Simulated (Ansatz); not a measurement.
System: sum formula AlN2H5, net charge 0, singlet state. SMILES: [NH2][AlH][NH2]
Coordinates optimised at B3LYP-D3(BJ)/def2-TZVP (Ansatz, an electronic-structure program):
```xyz
8

N      1.4891    -0.4432     0.3307
Al     0.0168     0.4821    -0.0152
N     -1.5170    -0.3587    -0.3054
H      1.5647    -1.4464     0.3856
H      2.3869    -0.0195     0.5032
H      0.0715     2.0535    -0.0648
H     -2.3836     0.1147    -0.5062
H     -1.6623    -1.3557    -0.2972
```

Wanted: atomisation energy (electronic, to ground-state atoms), in kcal/mol. Valence correlation only, unless marked. UHF or UKS for open shells. No spin-orbit coupling. Non-relativistic. The coupled-cluster limit lacks core correlation, which all-electron functionals hold. CBS marks a two-point X^-3 extrapolation of the correlation energy; Hartree-Fock from the larger set (for Q and 5 zeta extrapolated as (X+1)exp(-9√X)).

| level | program | atomisation energy (kcal/mol) |
|---|---|---|
| PBE-D3(BJ)/def2-TZVPD | Ansatz + dftd3 | 631.4 |

Problem. Predict the CCSD(T)/CBS(cc-pV(Q+d)Z,cc-pV(5+d)Z) result (Ansatz).

Solution. 627.2 kcal/mol
